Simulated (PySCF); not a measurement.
BeBr2 (singlet). Computed with PySCF, PBE, basis Be def2-TZVP, Br def2-TZVP (no relativity, density fitting).

Harmonic bands of its minimum:

```
ω (cm⁻¹)  IR (km/mol, summed over degenerate members)  degeneracy
     211                                         40.3           2
     235                                          0.0           1
     980                                          371           1
```

Q: The central atom is Be. Infer the point group and assign the bands.

A: D∞h. The modes span πu + σg+ + σu+: 211 πu, 235 σg+, 980 σu+. The computed geometry has Be–Br 1.961 Å (×2); Br–Be–Br 180.0°.
